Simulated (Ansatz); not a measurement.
`[SiH3][SiH2]S` + silanol → `[SiH3]O[SiH2][SiH3]` + H₂S at 500 K and 1 bar (ligand exchange at the Si–S bond).

Isolated molecules relaxed with PBE0-D4/def2-TZVP in Ansatz; ΔE leaves out vibrations. CCSD(T)/CBS is the MP2 limit (def2-TZVPP, def2-QZVPP) plus CCSD(T) − MP2 in def2-TZVPP, frozen cores. This one scheme is used for every species. One conformer a species, not always the lowest.

| species | CCSD(T)/CBS energy (Eh) | H − E (kJ/mol) | S (J/(mol·K)) |
| --- | --- | --- | --- |
| `[SiH3][SiH2]S` | -979.55409 | 178.3 | 399.4 |
| `O[SiH3]` | -366.69042 | 127.5 | 292.9 |
| `[SiH3]O[SiH2][SiH3]` | -947.28799 | 243.7 | 472.0 |
| H₂S | -398.97279 | 57.0 | 224.0 |

H − E and S are ideal-gas, rigid-rotor, harmonic terms from PBE0-D4/def2-TZVP, for one conformer and one mirror image of each species. 1 Eh = 2625.50 kJ/mol, R = 8.31446 J/(mol·K).

Question: By hand: ΔE, ΔH, ΔS and ΔG.

Answer: ΔE = (-947.28799) + (-398.97279) − (-979.55409) − (-366.69042) = -0.01627 Eh = -42.7 kJ/mol. Δ(H − E) = 243.7 + 57.0 − 178.3 − 127.5 = -5.1, so ΔH = -47.8 kJ/mol. ΔS = 472.0 + 224.0 − 399.4 − 292.9 = 3.7 J/(mol·K). ΔG = -47.8 − 500 × (3.7)/1000 = -49.6 kJ/mol.

Question: By hand: the equilibrium constant, and the temperature at which ΔG would vanish if ΔH and ΔS stayed fixed.

Answer: log₁₀ K = −ΔG/(RT ln 10) = 5.2. ΔH and −TΔS have one sign here, so there is no such temperature.

The number of gas molecules stays the same, so ΔS is small and ΔH decides. A doubt of 5 kJ/mol in ΔE shifts log₁₀ K by 0.5 here. Other conformers and mirror images would add mixing entropy, several J/(mol·K) or more a flexible species. Modes under 60 cm⁻¹, often nearly free rotors, make the harmonic entropy too high. These are equilibria of isolated gas molecules and say nothing of rates. Largest T1 diagnostic: 0.012 (customary marks: 0.02 for closed shells, 0.045 for open ones).

ΔS is within the doubt of such terms, so its sign, and with it that verdict, could turn.
